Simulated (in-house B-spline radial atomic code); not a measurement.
**Functionals against successive ionisation energies: Sr to Sr³⁺**

Ionisation energies as differences of self-consistent total energies from a B-spline radial code for spherical atoms: all electrons, radial basis limit, scalar-relativistic (one-electron X2C), spin-polarised at highest spin, spherical densities; exact exchange is averaged over the determinants of each configuration. No spin-orbit coupling, Breit or QED terms. NIST's values run from ground level to ground level, so in open shells the differences also hold multiplet and fine-structure energies that spherical high-spin averages miss. Columns give computed minus NIST, in eV; a star marks a semi-empirical value. Species are left out where the tabulated value is theory, is uncertain by more than 0.12 eV, or (13 ions, such as In⁴⁺, Te⁴⁺ and Bi⁴⁺) lies off its series for all methods alike, which flatters the means a little.

```json
{"species": "Sr", "shell": "5s", "NIST (eV)": "5.69", "Hartree-Fock": "-0.95", "LDA exchange-only": "-0.87", "BP86": "+0.13", "r2SCAN0": "-0.24", "AM05": "-0.10", "OLYP": "-0.18"}
{"species": "Sr⁺", "shell": "5s", "NIST (eV)": "11.03", "Hartree-Fock": "-0.58", "LDA exchange-only": "-0.32", "BP86": "+0.20", "r2SCAN0": "-0.13", "AM05": "+0.07", "OLYP": "-0.05"}
{"species": "Sr²⁺", "shell": "4p", "NIST (eV)": "42.88", "Hartree-Fock": "-0.67", "LDA exchange-only": "-1.34", "BP86": "+0.22", "r2SCAN0": "+0.56", "AM05": "+0.10", "OLYP": "+0.18"}
{"species": "Sr³⁺", "shell": "4p", "NIST (eV)": "56.28*", "Hartree-Fock": "-1.15", "LDA exchange-only": "-1.44", "BP86": "+0.23", "r2SCAN0": "+0.27", "AM05": "+0.10", "OLYP": "+0.03"}
```

(1) How do the methods rank, and which species is hardest?

Answers

(1) Mean absolute (signed) differences: AM05 0.09 (+0.04) eV; OLYP 0.11 (-0.01) eV; BP86 0.20 (+0.20) eV; r2SCAN0 0.30 (+0.12) eV; Hartree-Fock 0.84 (-0.84) eV; LDA exchange-only 0.99 (-0.99) eV. For Sr²⁺, which loses a 4p electron, the nearest method is off by +0.10 eV, the largest such miss. The first two are tied within the accuracy of the references. Hartree-Fock comes too low mainly by the correlation energy of the removed electron.
